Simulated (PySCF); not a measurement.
sulfur trioxide anion (O₃S), SMILES O=S(=O)=O (connectivity only; charge and spin as stated), charge -1, multiplicity 2. Atoms are numbered in the order given.

```xyz
4

O      1.2700    -0.7333    -0.1561
S      0.0000     0.0000     0.2342
O     -1.2700    -0.7333    -0.1561
O      0.0000     1.4665    -0.1561
```
Charge -1, spin multiplicity 2.

Geometry optimised at B3LYP-D3(BJ)/def2-SVPD. The spin state was assumed, not searched.

Computed with PBE/def2-TZVPD in PySCF.

Mulliken values depend strongly on the basis, most of all with diffuse functions as here. ESP charges are fitted to the potential on shells at 1.4 to 2.0 van der Waals radii. Atomic charges (e):

```
atom  meta-Löwdin  ESP fit  Mulliken spin
----  -----------  -------  -------------
O1          -0.84    -0.42           0.15
S2           1.51     0.27           0.55
O3          -0.84    -0.42           0.15
O4          -0.84    -0.42           0.15
```
